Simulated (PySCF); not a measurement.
# Dipole moment and polarisability of `O=C1[SiH2]O[SiH2][C@H]1F`

Compound: C₂H₅FO₂Si₂.
Numbering: `[O:1]=[C:2]1[SiH2:3][O:4][SiH2:5][C@H:6]1[F:7]` (hydrogens: H8, H9 on Si3; H10, H11 on Si5; H12 on C6)

Cartesian coordinates in Å at the GFN2-xTB level; atoms count from 1:
```xyz
12
C2H5FO2Si2 angstrom
O     -0.7249    1.1010    2.0191
C     -0.5750    0.7665    0.8688
Si    -1.5619   -0.5852   -0.0946
O     -0.1871   -1.3932   -0.5361
Si     1.2923   -0.7172   -0.3700
C      0.6819    1.0599    0.0864
F      0.3264    1.6173   -1.1398
H     -2.2750   -1.4776    0.8005
H     -2.2172   -0.0990   -1.2961
H      1.9835   -1.3531    0.7407
H      1.9083   -0.6871   -1.6835
H      1.3500    1.7669    0.5785
```

Level: B3LYP/def2-SVPD (PySCF), static field, nuclei fixed, core orbitals frozen in the response. The polarisability tensor in these axes (au):

```
x   80.67  1.74 -2.96
y    1.74 71.07  4.85
z   -2.96  4.85 76.46
```

Give the principal values, the mean and the anisotropy Δα = √{½[(α1 − α2)² + (α2 − α3)² + (α1 − α3)²]}.

Principal values 67.52, 78.42 and 82.25 au; mean 76.07 au = 11.27 Å³ = 12.54 × 10⁻⁴⁰ C²·m²/J; Δα = 13.23 au (17 % of the mean).

What is the dipole moment, and where does it point?

(0.84, -1.09, -0.93) D, 1.66 D in size, pointing from the negative to the positive side. Measured along this direction, the outermost atoms are O1 at the negative end and H11 at the positive end.

Along which axes do the principal values lie, and how far do the nuclei extend along each?

Largest value along (0.86, -0.09, -0.51), where the nuclei span 4.78 Å; middle along (0.47, 0.56, 0.68), 3.99 Å; least along (-0.23, 0.82, -0.52), 3.80 Å. The response follows the extents in order.

Rayleigh depolarisation ratio (linearly polarised light, static tensor)?

ρ = 3Δα²/(45ᾱ² + 4Δα²) = 525.4/(260366 + 700.6) = 0.00201.

Find the Langevin capture rate constant for NH4+ (18.034 u) meeting this molecule (135.981 u), k = 2.342 × 10⁻⁹ cm³/s × √(α in Å³ / reduced mass in u).

The reduced mass is 15.92 u, so k = 1.97 × 10⁻⁹ cm³/s. The formula leaves out the permanent dipole, which adds to the capture rate.

Isolated species at its GFN2-xTB geometry (one conformer only).
